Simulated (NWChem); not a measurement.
Si₂NH₇O; SMILES N[Si@H](O)[SiH3]

```xyz
11

N     -1.4208     1.2450    -0.3018
Si     0.0260     0.5731     0.3557
O      1.3897     1.2835    -0.3191
Si     0.0167    -1.7445    -0.0514
H     -1.7284     2.1581     0.0139
H     -1.6309     1.1200    -1.2853
H     -0.0316     0.8557     1.8194
H      2.2382     0.8562    -0.1324
H     -0.2666    -2.0370    -1.4871
H     -1.0144    -2.4363     0.7725
H      1.3403    -2.3575     0.2706
```
Atoms are numbered in this order, from 1.

Results from NWChem. Pople sets run with spherical d functions. Geometry: optimised at B3LYP/6-31G* (spherical d). B3LYP is NWChem's, with the RPA form of VWN correlation. Level: B3LYP/6-31G* with SMD (1 M gas to 1 M solution), gas-phase geometry. Reactions with the solvent are ignored.

For solvent water:

```yaml
solvation free energy (kcal/mol): -5.2
cavity-dispersion-structure term (kcal/mol): 4.1
```

### Question
Estimate the same quantities for solvent toluene.

### Answer
- solvation free energy (kcal/mol) = -3.4
- cavity-dispersion-structure term (kcal/mol) = 0.0
